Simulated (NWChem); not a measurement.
System: C$_{2}$H$_{2}$ClI; SMILES C(=C/I)/Cl

NWChem input:

```
start job
memory heap 200 mb stack 900 mb global 1100 mb
geometry units angstroms noautoz
  Cl     0.609185     2.421369     0.000000
  C     -0.968365     1.755236     0.000000
  C     -1.265427     0.455878     0.000000
  I      0.112311    -1.097626     0.000000
  H     -1.766927     2.502801     0.000000
  H     -2.309460     0.136124     0.000000
end
basis spherical
  Cl library def2-svp
  C library def2-svp
  I library def2-svp
  H library def2-svp
end
ecp
  I library def2-ecp
end
dft
  xc xpbe96 cpbe96
  iterations 150
  mulliken
end
task dft energy
```

Geometry: optimised at PBE0/def2-SVP. def2 effective core potentials on I; no spin-orbit coupling.

Q: Give the results of this calculation. (PBE/def2-SVP with def2 effective core potentials on I.) Quantities: energy (Ha); highest occupied level (eV); orbital gap (eV); dipole (D).

A: 
* **energy (Ha)**: -834.78
* **highest occupied level (eV)**: -5.85
* **orbital gap (eV)**: 4.22
* **dipole (D)**: 1.28
